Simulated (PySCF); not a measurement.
What happened in this job?

A core-ionisation job on C2H5NOSi, SMILES `C#C[Si@H](N)O`. Computed with PySCF, delta-SCF UKS SCAN, pcX-1 on the ionised atom, pcseg-1 elsewhere, spin-free X2C.

Driver input (Å, PBE0-D3(BJ)/def2-SVP geometry):

```
{"job": {"kind": "xps", "basis": "pcX-1"}, "charge": 0, "multiplicity": 1}
C      2.2954     0.9382    -0.3804
C      1.1916     0.5419    -0.0528
Si    -0.4957    -0.0110     0.4468
N     -0.7972    -1.6142    -0.0532
O     -1.5415     1.0863    -0.2453
H      3.2751     1.2798    -0.6648
H     -0.6037    -0.0150     1.9295
H     -0.8151    -1.8953    -1.0257
H     -1.3215    -2.2448     0.5395
H     -1.1378     1.9157    -0.5186
```

Output:

```
ground state, core basis on atom 0 (C), 109 functions
  cycle   1  E = -499.05722040  |g| = 8.50e-01
  cycle   2  E = -498.76855492  |g| = 1.44e+00
  cycle   3  E = -499.19094400  |g| = 2.53e-01
  cycle   4  E = -499.20482224  |g| = 1.11e-01
  cycle   5  E = -499.20708793  |g| = 5.97e-02
  cycle   6  E = -499.20798430  |g| = 1.26e-02
  cycle   7  E = -499.20801929  |g| = 4.13e-03
  cycle   8  E = -499.20802627  |g| = 8.34e-04
  cycle   9  E = -499.20802576  |g| = 1.52e-04
  E(ground) = -499.25077526 Eh
hole in C 1s of atom 0
  cycle   1  E = -487.95656024  |g| = 1.50e+00
  cycle   2  E = -483.41450640  |g| = 2.67e+00
  cycle   3  E = -487.85268138  |g| = 1.14e+00
  cycle   4  E = -488.28887246  |g| = 6.77e-01
  cycle   5  E = -488.45236813  |g| = 3.94e-01
  cycle   6  E = -488.51971505  |g| = 1.01e-01
  cycle   7  E = -488.52665554  |g| = 3.04e-02
  cycle   8  E = -488.52731572  |g| = 1.83e-02
  cycle   9  E = -488.52757485  |g| = 1.12e-02
  cycle  10  E = -488.52774616  |g| = 6.47e-03
  cycle  11  E = -488.52785568  |g| = 2.94e-03
  cycle  12  E = -488.52787415  |g| = 1.07e-03
  cycle  13  E = -488.52787489  |g| = 2.92e-04
  E(ion) = -488.56962093 Eh   <S^2> = 0.8511   hole on atom = 1.000   binding energy = 290.649 eV
ground state, core basis on atom 1 (C), 109 functions
  cycle   1  E = -499.20553712  |g| = 6.69e-02
  cycle   2  E = -499.19714540  |g| = 1.88e-01
  cycle   3  E = -499.20657637  |g| = 8.98e-03
  cycle   4  E = -499.20659492  |g| = 3.36e-03
  cycle   5  E = -499.20659965  |g| = 1.14e-03
  cycle   6  E = -499.20660042  |g| = 3.49e-04
  E(ground) = -499.24938537 Eh
hole in C 1s of atom 1
  cycle   1  E = -487.97172590  |g| = 1.50e+00
  cycle   2  E = -485.66599627  |g| = 2.22e+00
  cycle   3  E = -488.14981861  |g| = 8.61e-01
  cycle   4  E = -488.42950491  |g| = 4.89e-01
  cycle   5  E = -488.49106873  |g| = 2.96e-01
  cycle   6  E = -488.53254703  |g| = 8.73e-02
  cycle   7  E = -488.53732946  |g| = 1.81e-02
  cycle   8  E = -488.53776872  |g| = 1.32e-02
  cycle   9  E = -488.53804092  |g| = 9.12e-03
  cycle  10  E = -488.53826392  |g| = 4.71e-03
  cycle  11  E = -488.53830219  |g| = 2.20e-03
  cycle  12  E = -488.53831282  |g| = 6.60e-04
  cycle  13  E = -488.53831391  |g| = 1.65e-04
  E(ion) = -488.57975208 Eh   <S^2> = 0.8573   hole on atom = 1.000   binding energy = 290.336 eV
ground state, core basis on atom 2 (Si), 121 functions
  cycle   1  E = -499.30659101  |g| = 1.87e-01
  cycle   2  E = -499.30382423  |g| = 1.14e-01
  cycle   3  E = -499.29731188  |g| = 1.88e-01
  cycle   4  E = -499.30712908  |g| = 1.28e-02
  cycle   5  E = -499.30715898  |g| = 4.24e-03
  cycle   6  E = -499.30716240  |g| = 8.25e-04
  cycle   7  E = -499.30716382  |g| = 3.69e-04
  E(ground) = -499.30682690 Eh
hole in Si 1s of atom 2
  cycle   1  E = -430.34813341  |g| = 4.35e+00
  cycle   2  E = -430.28770124  |g| = 2.18e+00
  cycle   3  E = -430.40314922  |g| = 1.30e+00
  cycle   4  E = -431.13694171  |g| = 6.73e-01
  cycle   5  E = -431.36125500  |g| = 2.17e-01
  cycle   6  E = -431.38444017  |g| = 6.71e-02
  cycle   7  E = -431.38613556  |g| = 2.80e-02
  cycle   8  E = -431.38650118  |g| = 7.12e-03
  cycle   9  E = -431.38652819  |g| = 2.85e-03
  cycle  10  E = -431.38653057  |g| = 1.60e-03
  cycle  11  E = -431.38653178  |g| = 2.70e-04
  E(ion) = -431.39570838 Eh   <S^2> = 0.7520   hole on atom = 1.000   binding energy = 1847.956 eV
hole in Si 2p of atom 2
  cycle   1  E = -495.00865388  |g| = 1.23e+00
  cycle   2  E = -494.69468448  |g| = 1.22e+00
  cycle   3  E = -495.01833779  |g| = 7.34e-01
  cycle   4  E = -495.29177542  |g| = 2.28e-01
  cycle   5  E = -495.31574965  |g| = 7.81e-02
  cycle   6  E = -495.31846119  |g| = 2.73e-02
  cycle   7  E = -495.31879316  |g| = 8.46e-03
  cycle   8  E = -495.31882473  |g| = 2.92e-03
  cycle   9  E = -495.31882930  |g| = 1.10e-03
  cycle  10  E = -495.31883000  |g| = 5.63e-04
  cycle  11  E = -495.31883049  |g| = 1.09e-04
  E(ion) = -495.33067882 Eh   <S^2> = 0.7512   hole on atom = 1.003   binding energy = 108.197 eV
  2p3/2 = 107.969 eV   2p1/2 = 108.591 eV
ground state, core basis on atom 3 (N), 109 functions
  cycle   1  E = -499.20519644  |g| = 5.10e-02
  cycle   2  E = -499.20426238  |g| = 7.99e-02
  cycle   3  E = -499.20558530  |g| = 2.32e-02
  cycle   4  E = -499.20569085  |g| = 1.22e-02
  cycle   5  E = -499.20572941  |g| = 2.19e-03
  cycle   6  E = -499.20572940  |g| = 2.67e-04
  E(ground) = -499.24586959 Eh
hole in N 1s of atom 3
  cycle   1  E = -483.64009295  |g| = 1.85e+00
  cycle   2  E = -483.07597157  |g| = 1.97e+00
  cycle   3  E = -484.23145793  |g| = 4.72e-01
  cycle   4  E = -484.16582250  |g| = 5.25e-01
  cycle   5  E = -484.32415587  |g| = 9.15e-02
  cycle   6  E = -484.32813975  |g| = 3.85e-02
  cycle   7  E = -484.32873809  |g| = 1.19e-02
  cycle   8  E = -484.32879840  |g| = 3.77e-03
  cycle   9  E = -484.32880647  |g| = 8.51e-04
  cycle  10  E = -484.32880626  |g| = 3.05e-04
  E(ion) = -484.36864683 Eh   <S^2> = 0.7638   hole on atom = 1.000   binding energy = 404.830 eV
ground state, core basis on atom 4 (O), 109 functions
  cycle   1  E = -499.20770338  |g| = 3.76e-02
  cycle   2  E = -499.20732645  |g| = 5.15e-02
  cycle   3  E = -499.20790988  |g| = 6.24e-03
  cycle   4  E = -499.20790742  |g| = 6.31e-03
  cycle   5  E = -499.20791958  |g| = 4.90e-04
  E(ground) = -499.24704153 Eh
hole in O 1s of atom 4
  cycle   1  E = -478.61739952  |g| = 2.21e+00
  cycle   2  E = -477.45501037  |g| = 2.40e+00
  cycle   3  E = -479.19892828  |g| = 6.51e-01
  cycle   4  E = -479.21299934  |g| = 5.81e-01
  cycle   5  E = -479.37286236  |g| = 2.88e-01
  cycle   6  E = -479.41840600  |g| = 6.34e-02
  cycle   7  E = -479.42002174  |g| = 2.40e-02
  cycle   8  E = -479.42029372  |g| = 7.37e-03
  cycle   9  E = -479.42032494  |g| = 1.54e-03
  cycle  10  E = -479.42032771  |g| = 5.66e-04
  cycle  11  E = -479.42032710  |g| = 2.29e-04
  E(ion) = -479.46098283 Eh   <S^2> = 0.7610   hole on atom = 1.000   binding energy = 538.406 eV
```

The program numbers atoms from 0. E(ground) and E(ion) are re-evaluated on a finer grid than the cycles, so they differ from the last cycles; that is no fault. The 2p3/2 and 2p1/2 values come from a spin–orbit splitting computed afterwards; their 2:1 mean is the average over the three 2p orbitals and can differ from the one hole solved.

Problem. Do all binding energies of this run deserve the same trust?

Solution. No. Every hole passed the driver's convergence checks (|g| < 5e-4, core orbital emptied to over 0.9), but ⟨S²⟩ is 0.857 for C1s on atom 1 and 0.851 for C1s on atom 0, against 0.75 for a pure doublet, so the unrestricted ion state holds higher spin components.

Problem. What would you do next?

Solution. Recompute such holes with a restricted open-shell or spin-projected scheme and compare; until then these binding energies are doubtful.
